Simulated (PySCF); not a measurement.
Exercise with solution: dipole moment from atomic charges

ClFH4Si2, SMILES F[SiH2][SiH2]Cl. Atoms are numbered in the order given.

```xyz
8

Si    -1.3777    -0.5208     0.6087
F     -2.1467    -0.2429    -0.8050
Si     0.9307    -0.6139     0.1886
Cl     1.5421     1.2861    -0.4221
H     -1.6921     0.5918     1.5463
H     -1.8775    -1.8104     1.1658
H      1.2623    -1.5927    -0.8829
H      1.6693    -0.9807     1.4306
```

Geometry optimised at B3LYP-D3(BJ)/def2-SVP. The structure was generated by enumeration, and PubChem lists no compound with its InChIKey, so it may never have been made. Other conformers were not sampled.

Charges (e) from CAM-B3LYP/def2-TZVP in PySCF:

```tsv
atom	Mulliken	ESP fit
Si1	0.443	0.484
F2	-0.333	-0.266
Si3	0.266	0.066
Cl4	-0.244	-0.129
H5	-0.038	-0.080
H6	-0.046	-0.077
H7	-0.020	0.012
H8	-0.028	-0.010
```

The dipole moment of the full density is 2.14 D.

Q: What dipole moment does each set of point charges give, and which comes closer to that of the density?

A: 
μ = Σ q r, and 1 e Å = 4.8032 D.
Mulliken: Σ q r = (0.055, -0.507, 0.556) e Å, |μ| = 3.62 D.
ESP fit: Σ q r = (0.045, -0.311, 0.337) e Å, |μ| = 2.21 D.
ESP fit comes closer in size. Point charges leave out the atoms' own dipoles (lone pairs, polarised bonds); fits to the potential absorb them, partitions of the density don't.
